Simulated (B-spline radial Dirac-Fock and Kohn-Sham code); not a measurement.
How the binding energies of Gd¹⁶⁺ add up

System: Gd¹⁶⁺, [Kr] 4d10 4f2; nuclear rms radius 5.1569 fm (A = 158).

Calculated with a radial atomic solver, using Dirac-Fock ΔSCF + Breit + QED. The model has no electron correlation. Energies are counted from the vacuum level.

All terms are in eV, carry their sign (relaxation lowers the binding energy) and add up to the binding energy; ⟨r⟩ is the mean radius of the orbital in the initial state.

```
subshell  −ε (Koopmans)  relaxation    Breit     QED  binding energy  ⟨r⟩ (bohr)
      1s        50897.1      -66.59  -142.10  -73.54         50614.9       0.022
      2s         8817.5      -33.22   -14.93  -10.02          8759.4       0.093
   2p1/2         8370.3      -37.29   -24.81    0.37          8308.6       0.078
   2p3/2         7672.7      -35.15   -15.81   -0.72          7621.0       0.084
      3s         2282.0      -12.45    -2.55   -2.23          2264.8       0.243
   3p1/2         2088.1      -13.20    -4.40    0.05          2070.5       0.233
   3p3/2         1941.9      -12.32    -2.58   -0.17          1926.8       0.246
   3d3/2         1611.8      -14.34    -1.76    0.19          1595.8       0.218
   3d5/2         1580.4      -13.99    -1.06    0.10          1565.4       0.222
      4s          748.7       -2.52    -0.58   -0.55           745.1       0.542
   4p1/2          670.2       -2.47    -0.97    0.01           666.7       0.550
   4p3/2          635.2       -2.21    -0.53   -0.04           632.4       0.574
   4d3/2          502.8       -2.12    -0.29    0.04           500.5       0.593
   4d5/2          496.2       -2.02    -0.14    0.02           494.0       0.601
      4f          347.9       -1.77     0.09    0.02           346.2       0.631
```

For the deepest level, K (1s), the Breit terms make up -0.281 % of the binding energy, QED -0.145 % and orbital relaxation -0.132 %.

Spin-orbit splittings: 2p 687.6 eV, 3p 143.7 eV, 3d 30.43 eV, 4p 34.30 eV, 4d 6.45 eV.

Going to the tabulated ground configuration of the next ion removes an electron from N6,7 (4f), computed at 346.2 eV. NIST lists 352 ± 17 eV as the ionisation energy of this species (theoretical), +5.76 eV from the computed value, within the stated uncertainty.
